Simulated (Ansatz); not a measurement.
Species: SeCl, charge 1, multiplicity 1. This is an excited singlet: at this geometry the triplet lies 1.04 eV lower at CCSD(T)/CBS(def2-TZVPPD,def2-QZVPPD). 
Coordinates optimised at B3LYP-D3(BJ)/def2-TZVP (Ansatz, a program for electronic structure):
SMILES: Cl[Se+]
```xyz
2

Se     0.0000     0.0000    -0.6808
Cl     0.0000     0.0000     1.3615
```
Charge +1, spin multiplicity 1.

Basis-set convergence of Hartree-Fock and MP2 correlation energies (hartree) with Ansatz. Valence correlation only, unless marked. Spin-orbit coupling is left out. The frozen core is the preceding noble-gas configuration, with the filled d and f shells of earlier blocks. No relativistic terms.

The Hartree-Fock reference is unstable (checked in the largest basis), which strains HF and MP2. The T1 diagnostic of CCSD in the largest basis is 0.028, which is high, so the coupled-cluster rows are less sure than usual.

| basis | functions | E(HF) | E(corr, MP2) |
|---|---|---|---|
| def2-SVPD | 68 | -2858.50581 | -0.24801 |
| def2-TZVPPD | 108 | -2858.96564 | -0.31665 |
| def2-QZVPPD | 177 | -2859.02634 | -0.34541 |

Extrapolating the two largest sets (X = 3 and 4) as X^-3: E(corr) = (64·(-0.34541) - 27·(-0.31665))/37 = -0.3664 Eh, an estimate of the basis-set limit. The largest set recovers 94.3 % of it, the smallest 67.7 %.
